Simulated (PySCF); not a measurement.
**Field gradients at the hydrogen positions**

C6H12P (charge -1).
Cartesian coordinates in Å at the GFN2-xTB level; atoms count from 1:
```xyz
19
C6H12P angstrom
C      3.1117    0.5037   -0.5506
C      1.7469   -0.0807   -0.3342
C      1.5088   -1.1162    0.4904
P      0.0473   -2.0064    0.9025
C     -1.2353   -1.0848   -0.1107
C     -1.6507    0.2440    0.5077
C     -2.6781    0.9853   -0.3427
H      3.4209    0.4228   -1.6003
H      3.1406    1.5691   -0.2898
H      3.8510   -0.0141    0.0600
H      0.9562    0.3798   -0.9100
H      2.3589   -1.5339    1.0301
H     -0.8518   -0.9364   -1.1252
H     -2.1065   -1.7466   -0.1793
H     -0.7610    0.8631    0.6367
H     -2.0612    0.0527    1.5026
H     -3.5762    0.3806   -0.4683
H     -2.9617    1.9318    0.1198
H     -2.2698    1.1954   -1.3308
```

Level: PBE0/pcSseg-1 (PySCF, non-relativistic); Q(2H) = 0.00286 b; rigid geometry, the same for H and D, with no vibrational averaging.

Question: Rank these positions by the coupling χzz of a deuteron there, largest first.
A. H11 (vinylic hydrogen)
B. H15 (methylene hydrogen)
C. H10 (methyl hydrogen)
D. H13 (methylene hydrogen)

Answer: A (230 kHz), C (213 kHz), D (209 kHz), B (204 kHz).

What are Vzz, η and χzz (234.96 MHz × Q × Vzz) at all hydrogens?

| atom | bonded to | bond length (Å) | Vzz (au) | η | χzz (kHz) |
| --- | --- | --- | --- | --- | --- |
| H8 | C1 | 1.097 | 0.3062 | 0.01 | 206 |
| H9 | C1 | 1.097 | 0.3062 | 0.01 | 206 |
| H10 | C1 | 1.090 | 0.3176 | 0.01 | 213 |
| H11 | C2 | 1.081 | 0.3417 | 0.12 | 230 |
| H12 | C3 | 1.090 | 0.3232 | 0.06 | 217 |
| H13 | C5 | 1.095 | 0.3104 | 0.05 | 209 |
| H14 | C5 | 1.096 | 0.3101 | 0.03 | 208 |
| H15 | C6 | 1.092 | 0.3040 | 0.01 | 204 |
| H16 | C6 | 1.093 | 0.3068 | 0.01 | 206 |
| H17 | C7 | 1.090 | 0.3164 | 0.00 | 213 |
| H18 | C7 | 1.091 | 0.3166 | 0.00 | 213 |
| H19 | C7 | 1.089 | 0.3162 | 0.00 | 213 |

How does χzz go with the bond length over the 12 C–H bonds?

A straight-line fit has a slope of -13.8 kHz for each 0.01 Å, with a correlation coefficient of -0.89, over lengths from 1.081 to 1.097 Å. The longer bonds have the smaller couplings here.

A static deuteron (I = 1) shows a doublet split by (3/2)χ, (3/4)χ(1 + η) and (3/4)χ(1 − η) with the field along z, y and x of the gradient. What are these for H19?

With |χ| = 212.5 kHz and η = 0.003: 319, 160 and 159 kHz, to first order and without motion.

One conformer (not necessarily the lowest) at the GFN2-xTB geometry, without solvent, vibrations or thermal averaging. The pcSseg-1 basis has no diffuse functions, a weakness for an anion. The HOMO energy is positive at this level (+0.94 eV), so the outermost electrons may be held by the finite basis alone. GFN2-xTB bond lengths can be off by several hundredths of an ångström, more for odd bonds, and the gradients follow them. The basis is small and wasn't made for field gradients, so the couplings can be 20 % off.
